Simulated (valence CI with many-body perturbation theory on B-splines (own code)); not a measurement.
**Eu³²⁺: electric-dipole lines**

Computed by valence CI with perturbative core correlation (CI+MBPT): three valence electrons over a frozen Dirac-Fock core [Ar] 3d10, radial functions for each j: 11 s, 11 p, 10 d, 8 f, 5 g, 2 h, with the one-electron correlation potential Σ1, the two-electron term Σ2, the three-electron term Σ3, Breit, model QED; selected CI, second order for the rest, scaled by the run's own slope (own B-spline code, finite nucleus).

The last digits are not significant, and no measured levels were compared; by estimate large intervals hold to a few tenths of a per cent, small ones and those within an open d or f shell to about a per cent.

Lines 51 to 100 of 541 in falling wavelength, among levels below 524.26 eV, chosen from the strongest by gf and those to the six lowest levels. Wavelengths and rates use the calculated energies. Electric multipoles are in the length gauge, E1 and E2 with the static RPA response of the core. Weak lines are less certain than strong ones. Lines between different terms over intervals too small for the method are left out, as are lines whose strength nearly cancels. Where a level lies close to another of its J and parity, the split of strength between their lines is uncertain. The highest levels of a list are the least certain.

Levels are named by their leading jj configuration (3d3/2^4 stands for four electrons in 3d with j = 3/2), which in mixed levels can hold well under half, so a name can repeat and another be missing. Letters in brackets count levels of one name in rising energy.

```csv
λ vac (Å),Upper,Lower,A (s⁻¹),S (a.u.)
113.3,(4s 4p3/2 4d5/2) J=7/2 [b],(4s^2 4d5/2) J=5/2,7.50e+10,4.31e-01
113.2,(4p1/2 4p3/2^2) J=5/2,(4s 4p1/2 4p3/2) J=3/2 [b],7.76e+09,3.33e-02
113.1,(4s 4p1/2 4d3/2) J=3/2 [a],(4s 4p1/2 4p3/2) J=5/2,7.95e+09,2.27e-02
113.0,(4p3/2^2 4f7/2) J=9/2 [a],(4s 4p3/2 4f7/2) J=7/2 [a],2.34e+10,1.67e-01
113.0,(4p3/2 4d5/2^2) J=7/2 [b],(4s 4d3/2 4d5/2) J=5/2 [c],2.65e+10,1.51e-01
112.8,(4p1/2 4p3/2 4d5/2) J=7/2 [a],(4s 4p1/2 4d5/2) J=5/2 [a],4.67e+10,2.65e-01
112.1,(4p3/2 4d3/2 4d5/2) J=9/2,(4s 4d3/2 4d5/2) J=7/2 [a],3.33e+10,2.31e-01
111.9,(4p3/2 4d3/2 4d5/2) J=11/2,(4s 4p3/2 4f7/2) J=9/2 [a],8.13e+10,6.74e-01
111.9,(4s 4p3/2 4d3/2) J=5/2 [b],(4s 4p3/2^2) J=3/2,4.85e+10,2.01e-01
111.2,(4p3/2 4d3/2 4d5/2) J=7/2 [b],(4s 4d3/2 4d5/2) J=7/2 [a],2.09e+10,1.13e-01
111.1,(4s 4p3/2 4f7/2) J=9/2 [c],(4s^2 4f7/2) J=7/2,3.13e+10,2.12e-01
110.4,(4s 4p1/2 4d3/2) J=5/2,(4s 4p1/2 4p3/2) J=5/2,9.09e+08,3.62e-03
110.3,(4p1/2 4p3/2 4d5/2) J=9/2,(4s 4p1/2 4d5/2) J=7/2,4.08e+10,2.70e-01
109.3,(4p3/2 4d5/2^2) J=5/2,(4p3/2^2 4d5/2) J=3/2,2.79e+10,1.08e-01
109.1,(4p1/2 4p3/2 4f7/2) J=9/2 [a],(4s 4p1/2 4f7/2) J=9/2,2.71e+10,1.74e-01
109.1,(4p1/2 4p3/2 4f5/2) J=5/2 [a],(4s 4p1/2 4f5/2) J=3/2,2.81e+10,1.08e-01
109.0,(4p1/2 4p3/2 4f7/2) J=9/2 [b],(4s 4p1/2 4f7/2) J=7/2 [b],1.11e+11,7.12e-01
109.0,(4p1/2 4p3/2 4f7/2) J=11/2,(4s 4p1/2 4f7/2) J=9/2,8.90e+10,6.82e-01
108.7,(4p1/2 4p3/2 4f7/2) J=3/2,(4s 4p1/2 4f7/2) J=5/2,5.36e+10,1.36e-01
108.2,(4p1/2 4p3/2 4f7/2) J=7/2 [a],(4s 4p1/2 4f7/2) J=9/2,3.10e+10,1.55e-01
108.1,(4p3/2 4d3/2 4d5/2) J=7/2 [b],(4s 4d3/2 4d5/2) J=5/2 [a],3.30e+10,1.65e-01
107.9,(4p3/2^2 4d3/2) J=3/2 [b],(4s 4p3/2 4d3/2) J=5/2 [b],7.53e+10,1.87e-01
107.9,(4p3/2^2 4f7/2) J=9/2 [b],(4s 4p3/2 4f7/2) J=9/2 [b],2.89e+10,1.79e-01
107.7,(4p1/2 4d3/2 4d5/2) J=9/2,(4p1/2 4p3/2 4d5/2) J=9/2,2.44e+10,1.51e-01
107.5,(4s 4p1/2 4d3/2) J=1/2,(4s 4p1/2 4p3/2) J=3/2 [b],7.04e+09,8.62e-03
107.4,(4p3/2^2 4f7/2) J=9/2 [b],(4s 4p3/2 4f5/2) J=7/2 [a],1.71e+10,1.05e-01
107.2,(4p1/2 4p3/2^2) J=3/2,(4s 4p1/2 4p3/2) J=5/2,2.06e+10,5.02e-02
107.2,(4s 4p1/2 4d3/2) J=3/2 [b],(4s 4p1/2 4p3/2) J=3/2 [b],1.03e+10,2.49e-02
107.1,(4p3/2 4d5/2^2) J=7/2 [a],(4s 4p3/2 4f7/2) J=9/2 [a],4.60e+10,2.23e-01
107.1,(4s 4p1/2 4d3/2) J=3/2 [a],(4s 4p1/2 4p3/2) J=3/2 [a],1.33e+08,3.24e-04
107.0,(4p1/2 4p3/2 4f7/2) J=5/2 [b],(4s 4p1/2 4f7/2) J=7/2 [c],8.13e+10,2.95e-01
107.0,(4s 4p3/2 4f7/2) J=9/2 [a],(4s 4p3/2 4d5/2) J=7/2 [b],4.49e+10,2.71e-01
107.0,(4p1/2 4p3/2 4f7/2) J=7/2 [b],(4s 4p1/2 4f7/2) J=7/2 [b],2.29e+10,1.11e-01
106.9,(4s 4p3/2 4d3/2) J=3/2 [c],(4s^2 4d3/2) J=3/2,9.50e+10,2.29e-01
106.8,(4p1/2 4p3/2 4f5/2) J=9/2,(4s 4p1/2 4f7/2) J=7/2 [c],1.57e+11,9.46e-01
106.8,(4p1/2 4p3/2 4f5/2) J=7/2,(4s 4p1/2 4f5/2) J=5/2 [a],3.48e+10,1.67e-01
106.6,(4p1/2 4p3/2 4f7/2) J=7/2 [c],(4s 4p1/2 4f7/2) J=5/2,2.02e+11,9.65e-01
106.5,(4p1/2 4p3/2 4f7/2) J=7/2 [b],(4s 4p1/2 4f5/2) J=5/2 [b],4.27e+10,2.04e-01
106.4,(4p3/2^2 4d5/2) J=7/2,(4s 4p3/2 4d3/2) J=7/2,3.07e+10,1.46e-01
106.3,(4p1/2 4d5/2^2) J=7/2,(4p1/2 4p3/2 4d5/2) J=5/2 [b],3.48e+10,1.65e-01
106.1,(4p1/2 4p3/2 4f7/2) J=9/2 [a],(4s 4p1/2 4f7/2) J=7/2 [a],7.76e+10,4.57e-01
106.0,(4p1/2 4p3/2 4f7/2) J=5/2 [a],(4s 4p1/2 4f5/2) J=5/2 [b],4.64e+10,1.64e-01
106.0,(4s 4p1/2 4d5/2) J=5/2 [a],(4s 4p1/2 4p3/2) J=3/2 [b],3.79e+09,1.34e-02
105.9,(4p1/2 4p3/2 4d3/2) J=3/2 [a],(4s 4p1/2 4d3/2) J=5/2,5.45e+10,1.28e-01
105.8,(4p1/2 4p3/2 4d3/2) J=7/2,(4s 4p1/2 4d3/2) J=5/2,2.94e+10,1.38e-01
105.8,(4p1/2 4p3/2 4d5/2) J=3/2 [b],(4s 4p1/2 4d5/2) J=5/2 [b],1.07e+11,2.50e-01
105.8,(4p3/2^2 4d3/2) J=5/2,(4s 4p3/2 4d3/2) J=5/2 [a],2.96e+10,1.04e-01
105.7,(4s 4p1/2 4p3/2) J=3/2 [b],(4s^2 4p1/2) J=1/2,1.06e+11,2.46e-01
105.5,(4p3/2^2 4d5/2) J=5/2 [a],(4s 4p3/2 4d5/2) J=7/2 [a],5.76e+10,2.01e-01
105.5,(4p1/2 4p3/2^2) J=1/2,(4s 4p1/2 4p3/2) J=3/2 [b],1.52e+11,1.77e-01
```
